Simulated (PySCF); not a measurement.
Zn(Me)2 (C2H6Zn), SMILES [CH3][Zn][CH3].

Geometry optimised at B3LYP-D3(BJ)/def2-SVP. The isomer is the one that the SMILES or the coordinates give; other isomers of the formula were not compared.

Calculation: TDDFT-PBE/def2-SVPD (PySCF).

Vertical excitations; the highest root listed may be one member of a degenerate set. Gas-phase values at a fixed geometry. State labels are in the subgroup C2.

**Question.** List the lowest excited states. (Estimate from the structure and the level; the computed values follow.)

**Answer.** 
```
state  symmetry  energy (eV)  λ (nm)      f                      main pairs
-----  --------  -----------  ------  -----  ------------------------------
S1            A         5.52     224  0.000    HOMO→LUMO+1 (degenerate set)
S2            B         5.52     224  0.000      HOMO→LUMO (degenerate set)
S3            B         6.04     205  0.301                HOMO→LUMO+2 95 %
S4            A         6.80     182  0.000                HOMO→LUMO+3 99 %
S5            A         7.31     170  0.000              HOMO−1→LUMO+2 98 %
S6            B         7.50     165  0.134  HOMO−1→LUMO+1 (degenerate set)
S7            A         7.50     165  0.134    HOMO−1→LUMO (degenerate set)
S8            A         8.27     150  0.000    HOMO→LUMO+4 (degenerate set)
S9            B         8.27     150  0.000    HOMO→LUMO+5 (degenerate set)
S10           B         8.30     149  0.009              HOMO−1→LUMO+3 93 %
T1            B         5.27     235      0                HOMO→LUMO+2 99 %
T2            B         5.33     233      0      HOMO→LUMO (degenerate set)
T3            A         5.33     233      0    HOMO→LUMO+1 (degenerate set)
T4            B         6.56     189      0              HOMO−1→LUMO+1 99 %
```
Triplets are in the Tamm–Dancoff approximation, which puts them higher than full response would, so one can lie above its singlet here.
